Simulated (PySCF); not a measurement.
## Polarisability and C₆ of He⁺ (helium, charge +1)

1s1, 2S determinant. All numbers are calculated (PySCF 2.14, no relativity, point nucleus, in aug-cc-pVTZ (4s3p2d, 23 functions)). Coupled (time-dependent) response in atomic units; α is the mean over directions.

| method | mean α (bohr³) | C₆ (like pair) | S(−4) |
| --- | --- | --- | --- |
| UHF | 0.2799 | 0.1015 | 0.1027 |

S(−4) is the Cauchy moment in α(ω) = α(0) + S(−4) ω² + …

α(iu) at UHF:

```
u (hartree)  α(iu) (bohr³)
          0         0.2799
     0.0500         0.2797
      0.100         0.2789
      0.200         0.2759
      0.300         0.2710
      0.500         0.2566
      0.750         0.2329
       1.00         0.2067
       1.50         0.1579
       2.00         0.1199
       3.00        0.07230
       5.00        0.03260
```

For a non-relativistic one-electron ion the exact value is 9/(2Z⁴) = 0.2812 bohr³; Hartree-Fock is exact here up to the basis.

For an ion, C₆ is the dispersion term alone; charge-induced terms of lower order in 1/R come first.
